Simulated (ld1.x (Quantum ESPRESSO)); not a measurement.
**Before and after: RRKJ potential for nitrogen**

nitrogen (N), norm-conserving RRKJ (Kleinman–Bylander form), made with ld1.x (Quantum ESPRESSO) 7.5 (PBE, scalar-relativistic). Core [He], reference 2s2 2p2 (charge +1). Waves: 2s (bound): rc 1.05 bohr; 2p (bound): rc 1.85 bohr. Local part: all-electron potential smoothed inside 1.00 bohr (lloc = -1). Core correction: a·sin(br)/r model core, default radius (core density twice the valence density).

All-electron outer shells of the reference configuration (PBE, scalar-relativistic, ld1.x):

```
shell  level (eV)  outermost node (bohr)  outermost maximum (bohr)
   2s      -32.46                   0.32                      0.99
   2p      -20.69                      –                      0.92
```

Change: all radii but the core radius scaled by about 0.91 (s 0.96, p 1.68 bohr); local potential all-electron potential smoothed inside 0.92 bohr (lloc = -1).

Cutoffs: the cutoffs (Ry, on a coarse ladder) from which the occupation-weighted sum of valence levels, in a spherical-Bessel basis at the reference potential, stays within 10 and 1 mRy of its value at 400 Ry; they do not see the model core or the augmentation charge, which bear on the density cutoff. Errors are all-electron minus pseudo energies relative to the spin-unpolarised reference configuration.

Task: Predict the effect on cutoff, ghosts and configuration errors.

Result: The potential gets harder (70 Ry and 90 Ry → 80 Ry and 110 Ry); of the 7 tests that both files solve, the error grows in 1 and shrinks in 6 by more than 15 % and 0.3 meV (median size 113.5 → 80.5 meV); neither file shows a bound ghost. A smaller radius makes the pseudo-wave follow the all-electron one further in, where it bends more sharply, so more plane waves are needed.

| quantity | base | changed |
| --- | --- | --- |
| cutoff, loose | 70 Ry | 80 Ry |
| cutoff, tight | 90 Ry | 110 Ry |
| loose cutoff by channel (10 mRy a level) | s 60 Ry, p 30 Ry | s 70 Ry, p 35 Ry |
| bound ghosts | none | none |
| error for 2s2 2p3, meV [ΔE -13.59 eV] | +35 | +24 |
| error for 2s2 2p1, meV [ΔE 28.85 eV] | +155 | +114 |
| error for 2s2 2p0, meV [ΔE 75.94 eV] | +1043 | +788 |
| error for 2s1 2p3, meV [ΔE 11.78 eV] | +5.5 | +6.5 |
| error for 2s2 2p2.5, meV [ΔE -8.50 eV] | +14 | +9.8 |
| error for 2s1 2p4, meV [ΔE -2.08 eV] | +114 | +81 |
| error for 2s0 2p5, meV [ΔE 9.45 eV] | +191 | +140 |
